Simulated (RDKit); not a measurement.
Input file for RDKit: UFF on NH3 (SMILES N).

```python
from rdkit import Chem
from rdkit.Chem import AllChem, rdDetermineBonds

blocks = [
'''4

N    -0.08577384   -0.02006318   -0.20176245
H    -0.22693155    0.47508304   -1.07475436
H     0.39150816    0.61087367    0.43176424
H     0.54494491   -0.79115092   -0.38903838
''',
]
mol = None
for b in blocks:
    f = Chem.MolFromXYZBlock(b)
    rdDetermineBonds.DetermineBonds(f, charge=0)
    mol = f if mol is None else Chem.CombineMols(mol, f)
Chem.SanitizeMol(mol)
print(Chem.MolToSmiles(Chem.RemoveHs(mol)))
ff = AllChem.UFFGetMoleculeForceField(mol, vdwThresh=100.0, ignoreInterfragInteractions=False)
e = ff.CalcEnergy()
print(f'UFF energy {e:.6f} kcal/mol')
```

Output:

```
N
UFF energy 1.528083 kcal/mol
```

The run finished.

Cost: roughly 0.04 core-seconds.
